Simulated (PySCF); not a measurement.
C₇H₁₀OS, SMILES CCc1ccc(OC)s1 (GFN2-xTB optimised geometry):

```
19

C     -2.245    -3.000     1.406
C     -1.580    -2.861     0.035
C     -0.637    -1.707     0.000
C      0.718    -1.707     0.000
C      1.297    -0.416     0.000
C      0.363     0.573     0.005
O      0.623     1.895     0.009
C     -0.488     2.759     0.005
S     -1.253    -0.076     0.008
H     -2.921    -3.851     1.414
H     -1.492    -3.145     2.178
H     -2.812    -2.102     1.641
H     -2.353    -2.730    -0.726
H     -1.021    -3.770    -0.198
H      1.303    -2.609    -0.005
H      2.353    -0.222    -0.004
H     -1.104     2.604    -0.888
H     -0.086     3.770     0.005
H     -1.110     2.606     0.893
```

Computed with PBE0/def2-SVP in PySCF.

Task: What are the frontier orbital energies and the dipole moment?

Result: HOMO-2 -9.02 eV, HOMO-1 -7.09 eV, HOMO -5.72 eV, LUMO 0.27 eV, LUMO+1 0.94 eV; dipole moment 1.06 D.

Meta-Löwdin charges at PBE0/def2-SVP: C1 -0.29, C2 -0.17, C3 -0.11, C4 -0.14, C5 -0.20, C6 0.09, O7 -0.32, C8 -0.09, S9 0.17, H10 0.10, H11 0.10, H12 0.10, H13 0.10, H14 0.11, H15 0.11, H16 0.12, H17 0.10, H18 0.12, H19 0.10.
